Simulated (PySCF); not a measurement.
(CF3)2C(OH)2, C3H2F6O2.
SMILES with atom numbers: `[OH:1][C:2]([OH:3])([C:4]([F:5])([F:6])[F:7])[C:8]([F:9])([F:10])[F:11]` (hydrogens: H12 on O1; H13 on O3)

Torsions of this conformer, `[OH:1][C:2]([OH:3])([C:4]([F:5])([F:6])[F:7])[C:8]([F:9])([F:10])[F:11]`: O1–C2–C4–F5 167°, O1–C2–C8–F9 -68°, H–O1–C2–O3 60°, H–O3–C2–O1 64°.

The closed-shell ground state was solved at several levels (PySCF, density fitting, gas phase, non-relativistic). The structure is a single PBE0-D3(BJ)/def2-SVP conformer in the gas phase; no vibrational or solvent corrections.

```
          level  basis functions  total energy (Eh)  HOMO (eV)  LUMO (eV)  gap (eV)  dipole (D)
    B3LYP/pcJ-1              317          -865.0411      -9.25       0.53      9.78        2.16
B3LYP/def2-SVPD              260          -864.4365      -9.45      -0.27      9.18        2.10
  PBE0/pcSseg-1              197          -864.1328      -9.56       0.92     10.48        2.14
```

(1) Estimate the row for PBE0/pcSseg-2, a basis of 424 functions; the other rows only guide the guess.

(2) Over all these levels, which gives the widest orbital gap and which the narrowest?

(3) How far do the dipole and the HOMO energy spread over the levels?

Results:

(1) Total energy -864.5673 Eh, HOMO -9.61 eV, LUMO 0.24 eV, gap 9.85 eV, dipole 2.11 D.

(2) PBE0/pcSseg-1 (global hybrid, 25 % exact exchange) has the widest, 10.48 eV, and B3LYP/def2-SVPD (global hybrid, 20 % exact exchange) the narrowest, 9.18 eV. Functional and basis both differ between the two, so the spread mixes both effects.

(3) The dipole runs from 2.10 to 2.16 D (mean 2.13 D) and the HOMO from -9.61 to -9.25 eV.
